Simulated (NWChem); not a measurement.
System: C$_{2}$H$_{4}$ClGa; SMILES C=[CH][GaH][Cl]

The following NWChem deck was run.

```
start job
memory heap 200 mb stack 900 mb global 1100 mb
geometry units angstroms noautoz
  Ga    -0.743508    -0.017747     0.000033
  H     -2.202512     0.530951    -0.000160
  Cl     0.815330     1.488926    -0.001863
  C     -0.063369    -1.835312     0.001313
  C      1.254690    -2.078387    -0.000493
  H     -0.755068    -2.687408     0.003260
  H      1.661493    -3.097416    -0.000105
  H      1.987436    -1.262680    -0.002400
end
basis spherical
  * library def2-svp
end
dft
  xc xpbe96 cpbe96
  iterations 150
  mulliken
end
task dft energy
```

Parts of the log:

```
             Northwest Computational Chemistry Package (NWChem) 7.3.0
             --------------------------------------------------------

 CS  symmetry detected

                             Geometry "geometry" -> ""
                             -------------------------

 Output coordinates in angstroms (scale by  1.889725989 to convert to a.u.)

  No.       Tag          Charge          X              Y              Z
 ---- ---------------- ---------- -------------- -------------- --------------
    1 Ga                  31.0000    -0.72509364     0.01594106     0.00000000
    2 H                    1.0000    -2.21733050     0.46648567     0.00000000
    3 Cl                  17.0000     0.73019168     1.62285973     0.00000000
    4 C                    6.0000     0.07430697    -1.75241734     0.00000000
    5 C                    6.0000     1.40560503    -1.90737790     0.00000000
    6 H                    1.0000    -0.55924833    -2.64859018     0.00000000
    7 H                    1.0000     1.87921671    -2.89712580     0.00000000
    8 H                    1.0000     2.08253441    -1.04478637     0.00000000

 Effective nuclear repulsion energy (a.u.)     310.6368827379

      Symmetry information
      --------------------

 Group name             Cs
 Group number              2
 Group order               2
 No. of unique centers     8

  pbe96 is a nonlocal functional; adding pw91lda local functional.

                                 NWChem DFT Module
                                 -----------------

 Summary of "ao basis" -> "ao basis" (spherical)
 ------------------------------------------------------------------------------
       Tag                 Description            Shells   Functions and Types
 ---------------- ------------------------------  ------  ---------------------
 Ga                         def2-svp                12       32   5s4p3d
 H                          def2-svp                 3        5   2s1p
 Cl                         def2-svp                 8       18   4s3p1d
 C                          def2-svp                 6       14   3s2p1d

      Symmetry analysis of basis
      --------------------------

        a'         71
        a"         27

            General Information
            -------------------
          SCF calculation type: DFT
          Wavefunction type:  closed shell.
          No. of atoms     :     8
          No. of electrons :    64
           Alpha electrons :    32
            Beta electrons :    32
          Charge           :     0
          Spin multiplicity:     1
          Use of symmetry is: on ; symmetry adaption is: on
          Maximum number of iterations: 150
          AO basis - number of functions:    98
                     number of shells:    44
          Convergence on energy requested:  1.00D-06
          Convergence on density requested:  1.00D-05
          Convergence on gradient requested:  5.00D-04

              XC Information
              --------------
          PerdewBurkeErnzerhof Exchange Functional  1.000
            Perdew 1991 LDA Correlation Functional  1.000 local
           PerdewBurkeErnz. Correlation Functional  1.000 non-local

             Grid Information
             ----------------
          Grid used for XC integration:  medium
          Radial quadrature: Mura-Knowles
          Angular quadrature: Lebedev.
          Tag              B.-S. Rad. Rad. Pts. Rad. Cut. Ang. Pts.
          ---              ---------- --------- --------- ---------
          Ga                  1.30      112          11.0       590
          H                   0.35       45          13.0       434
          Cl                  1.00       88          12.0       590
          C                   0.70       49          11.0       434
          Grid pruning is: on
          Number of quadrature shells:   478
          Spatial weights used:  Erf1

      Superposition of Atomic Density Guess
      -------------------------------------

 Sum of atomic energies:       -2459.54611735

      Non-variational initial energy
      ------------------------------

 Total energy =   -2461.041508
 1-e energy   =   -4041.305611
 2-e energy   =    1269.627220
 HOMO         =      -0.322003
 LUMO         =      -0.039286

      Symmetry analysis of molecular orbitals - initial
      -------------------------------------------------

  Numbering of irreducible representations:

     1 a'          2 a"

  Orbital symmetries:

     1 a'          2 a'          3 a'          4 a'          5 a'
     6 a"          7 a'          8 a'          9 a'         10 a'
    11 a'         12 a"         13 a'         14 a'         15 a'
    16 a"         17 a'         18 a'         19 a'         20 a'
    21 a"         22 a"         23 a'         24 a'         25 a'
    26 a'         27 a'         28 a'         29 a"         30 a'
    31 a"         32 a'         33 a"         34 a'         35 a"
    36 a'         37 a'         38 a'         39 a'         40 a'
    41 a'         42 a'

     ---------------------------------------------
      Total Density - Mulliken Population Analysis
     ---------------------------------------------

    Atom       Charge   Shell Charges
 -----------   ------   -------------------------------------------------------
    1 Ga  31    30.05   2.00  2.00  2.00  0.94  0.18  6.00  5.98  0.60  0.28  8.09  1.84  0.15
    2 H    1     1.15   0.67  0.47  0.01
    3 Cl  17    17.54   2.00  1.99  1.23  0.72  5.94  2.20  3.45  0.01
    4 C    6     6.45   1.99  1.00  0.35  1.99  1.09  0.02
    5 C    6     6.12   1.99  0.97  0.28  1.92  0.94  0.03
    6 H    1     0.89   0.67  0.20  0.03
    7 H    1     0.90   0.67  0.21  0.02
    8 H    1     0.90   0.67  0.21  0.02

   convergence    iter        energy       DeltaE   RMS-Dens  Diis-err
 ---------------- ----- ----------------- --------- --------- ---------
 d= 0,ls=0.0,diis     1  -2462.5959354914 -2.77D+03  1.38D-02  4.64D-01
 d= 0,ls=0.0,diis     2  -2462.5811364118  1.48D-02  9.47D-03  4.19D-01
 d= 0,ls=0.0,diis     3  -2462.6396619785 -5.85D-02  3.21D-03  8.50D-02
 d= 0,ls=0.0,diis     4  -2462.6519505419 -1.23D-02  7.27D-04  1.43D-02
 d= 0,ls=0.0,diis     5  -2462.6526476450 -6.97D-04  4.18D-04  2.10D-03
  Resetting Diis
 d= 0,ls=0.0,diis     6  -2462.6529068424 -2.59D-04  1.25D-04  3.73D-04
 d= 0,ls=0.0,diis     7  -2462.6529533571 -4.65D-05  7.04D-05  9.10D-06
 d= 0,ls=0.0,diis     8  -2462.6529522222  1.13D-06  3.56D-05  2.42D-05
 d= 0,ls=0.0,diis     9  -2462.6529545479 -2.33D-06  6.77D-06  3.40D-07
 d= 0,ls=0.0,diis    10  -2462.6529545889 -4.10D-08  1.16D-06  1.76D-08

         Total DFT energy =    -2462.652954588907
      One electron energy =    -4042.395190791251
           Coulomb energy =     1384.080659646118
    Exchange-Corr. energy =     -114.975306181717
 Nuclear repulsion energy =      310.636882737943

 Numeric. integr. density =       63.999988830751

                  Occupations of the irreducible representations
                  ----------------------------------------------

                     irrep           alpha         beta
                     --------     --------     --------
                     a'               25.0         25.0
                     a"                7.0          7.0

                       DFT Final Molecular Orbital Analysis
                       ------------------------------------

 Vector   30  Occ=2.000000D+00  E=-2.783372D-01  Symmetry=a'
              MO Center=  4.4D-01, -2.2D-01,  6.1D-16, r^2= 4.6D+00
   Bfn.  Coefficient  Atom+Function         Bfn.  Coefficient  Atom+Function
  ----- ------------  ---------------      ----- ------------  ---------------
    48      0.371345  3 Cl px                45      0.289095  3 Cl px
    60      0.274113  4 C  py                13     -0.219284  1 Ga py
    89      0.188694  7 H  s                 74     -0.186756  5 C  py
    84     -0.174659  6 H  s                  4      0.168171  1 Ga s
    42      0.168514  3 Cl px                94     -0.165567  8 H  s

 Vector   31  Occ=2.000000D+00  E=-2.598076D-01  Symmetry=a"
              MO Center=  7.2D-01, -7.3D-01,  1.9D-15, r^2= 3.9D+00
   Bfn.  Coefficient  Atom+Function         Bfn.  Coefficient  Atom+Function
  ----- ------------  ---------------      ----- ------------  ---------------
    50      0.369082  3 Cl pz                75     -0.345178  5 C  pz
    61     -0.341048  4 C  pz                47      0.271305  3 Cl pz
    64     -0.228319  4 C  pz                78     -0.217084  5 C  pz
    44      0.158719  3 Cl pz                19     -0.057588  1 Ga d -1
    29      0.029133  1 Ga d -1

 Vector   32  Occ=2.000000D+00  E=-2.498009D-01  Symmetry=a'
              MO Center=  1.3D-01,  5.8D-01, -1.4D-16, r^2= 4.2D+00
   Bfn.  Coefficient  Atom+Function         Bfn.  Coefficient  Atom+Function
  ----- ------------  ---------------      ----- ------------  ---------------
    48      0.350659  3 Cl px                49     -0.349582  3 Cl py
    45      0.260965  3 Cl px                46     -0.258227  3 Cl py
    60     -0.234803  4 C  py                58     -0.211603  4 C  s
    34      0.204180  2 H  s                 33      0.202682  2 H  s
    42      0.152049  3 Cl px                43     -0.150569  3 Cl py

 Vector   33  Occ=0.000000D+00  E=-9.423260D-02  Symmetry=a"
              MO Center= -4.9D-02, -6.7D-01,  3.0D-15, r^2= 4.4D+00
   Bfn.  Coefficient  Atom+Function         Bfn.  Coefficient  Atom+Function
  ----- ------------  ---------------      ----- ------------  ---------------
    17      0.471926  1 Ga pz                14      0.403693  1 Ga pz
    78     -0.387996  5 C  pz                75     -0.345607  5 C  pz
    50     -0.212476  3 Cl pz                64      0.212148  4 C  pz
    11     -0.193412  1 Ga pz                61      0.154070  4 C  pz
    47     -0.123150  3 Cl pz                44     -0.071087  3 Cl pz

 Vector   34  Occ=0.000000D+00  E=-1.614197D-02  Symmetry=a"
              MO Center=  1.2D-01, -1.0D+00,  4.9D-16, r^2= 4.3D+00
   Bfn.  Coefficient  Atom+Function         Bfn.  Coefficient  Atom+Function
  ----- ------------  ---------------      ----- ------------  ---------------
    64      0.602055  4 C  pz                17     -0.534838  1 Ga pz
    78     -0.462335  5 C  pz                61      0.437901  4 C  pz
    75     -0.305216  5 C  pz                14     -0.267189  1 Ga pz
    50      0.176707  3 Cl pz                11      0.122745  1 Ga pz
    47      0.097381  3 Cl pz                44      0.054883  3 Cl pz

 Vector   35  Occ=0.000000D+00  E=-1.525328D-02  Symmetry=a'
              MO Center= -4.7D-01,  2.3D-01, -5.3D-17, r^2= 4.2D+00
   Bfn.  Coefficient  Atom+Function         Bfn.  Coefficient  Atom+Function
  ----- ------------  ---------------      ----- ------------  ---------------
     5      0.937042  1 Ga s                  4      0.693693  1 Ga s
    34     -0.550074  2 H  s                 58     -0.464339  4 C  s
    41     -0.418523  3 Cl s                 49      0.358509  3 Cl py
     3     -0.314968  1 Ga s                 15      0.294477  1 Ga px
    48      0.290165  3 Cl px                33     -0.227180  2 H  s

     ---------------------------------------------
      Total Density - Mulliken Population Analysis
     ---------------------------------------------

    Atom       Charge   Shell Charges
 -----------   ------   -------------------------------------------------------
    1 Ga  31    30.66   2.00  2.00  1.99  1.16  0.08  6.00  5.98  0.93  0.39  8.01  1.83  0.28
    2 H    1     1.07   0.69  0.37  0.01
    3 Cl  17    17.24   2.00  1.98  1.27  0.68  5.93  2.14  3.21  0.01
    4 C    6     6.15   1.99  0.93  0.31  2.04  0.87  0.02
    5 C    6     6.02   1.98  0.92  0.24  2.04  0.80  0.03
    6 H    1     0.96   0.74  0.20  0.02
    7 H    1     0.96   0.74  0.20  0.02
    8 H    1     0.95   0.73  0.19  0.02

     -------------------------------------------
      Total Density - Lowdin Population Analysis
     -------------------------------------------

    Atom       Charge   Shell Charges
 -----------   ------   -------------------------------------------------------
    1 Ga  31    30.89   2.00  2.00  1.94  0.75  0.31  5.99  5.84  1.05  0.66  7.74  2.04  0.57
    2 H    1     1.07   0.59  0.46  0.02
    3 Cl  17    16.97   2.00  1.96  1.04  0.77  5.82  2.25  3.13  0.01
    4 C    6     6.17   1.97  0.62  0.35  1.84  1.34  0.06
    5 C    6     5.99   1.97  0.61  0.32  1.83  1.20  0.07
    6 H    1     0.96   0.63  0.26  0.07
    7 H    1     0.97   0.63  0.27  0.07
    8 H    1     0.97   0.63  0.27  0.07

     Multipole analysis of the density
     ---------------------------------

     L   x y z        total         alpha         beta         nuclear
     -   - - -        -----         -----         ----         -------
     0   0 0 0     -0.000000    -32.000000    -32.000000     64.000000

     1   1 0 0     -0.211404     -0.105702     -0.105702      0.000000
     1   0 1 0     -0.841356     -0.420678     -0.420678      0.000000
     1   0 0 1     -0.000000     -0.000000     -0.000000      0.000000

     2   2 0 0    -30.606271   -105.200828   -105.200828    179.795386
     2   1 1 0     -0.881424      7.154993      7.154993    -15.191410
     2   1 0 1     -0.000000     -0.000000     -0.000000      0.000000
     2   0 2 0    -31.323181   -197.343465   -197.343465    363.363749
     2   0 1 1     -0.000000     -0.000000     -0.000000      0.000000
     2   0 0 2    -30.526608    -15.263304    -15.263304      0.000000
```

Level: PBE/def2-SVP. Structure relaxed at the PBE0/def2-SVP level.
